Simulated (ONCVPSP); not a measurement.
## Plane-wave convergence, ONCV potential for indium (In)

* Element: indium
* Generator: ONCVPSP 4.0.1
* Type: optimised norm-conserving Vanderbilt (ONCV)
* Functional: PBE
* Relativity: scalar-relativistic
* Frozen core: [Ar] 3d10
* Valence charge: 21
* Reference configuration: 4s2 4p6 4d10 5s1.75 5p1.25
* Partial waves: 4s+5s: rc 1.25 bohr, ncon 4, nbas 8, qcut 10.6 1/bohr, 2 projectors; 4p+5p: rc 1.35 bohr, ncon 3, nbas 8, qcut 9.1 1/bohr, 2 projectors; 4d: rc 1.55 bohr, ncon 3, nbas 8, qcut 9.5 1/bohr, 1 projector
* Local potential: polynomial inside 0.90 bohr (lpopt 2, dvloc0 0 Ha)
* Core correction: polynomial model core, fcfact 0.55

Q: For each optimised wave give the share of its norm inside rc, the residual kinetic energy above qcut (Ha) and the cutoffs (Ha) for errors of 10, 1, 0.1 and 0.01 mHa per electron.

A:

```
wave  norm inside rc  residual KE  10 mHa  1 mHa  0.1 mHa  0.01 mHa
  4s           0.911      1.2e-06    32.6   40.5     46.6      51.5
  5s           0.046      8.8e-07    26.5   36.8     44.5      50.5
  4p           0.899      2.2e-06    17.4   21.4     25.0      35.0
  5p           0.023      9.5e-07    12.1   17.0     20.9      32.6
  4d           0.803      1.2e-06    26.9   33.1     37.7      41.8
```

The occupied waves need 41 Ha and 47 Ha for 1 and 0.1 mHa.
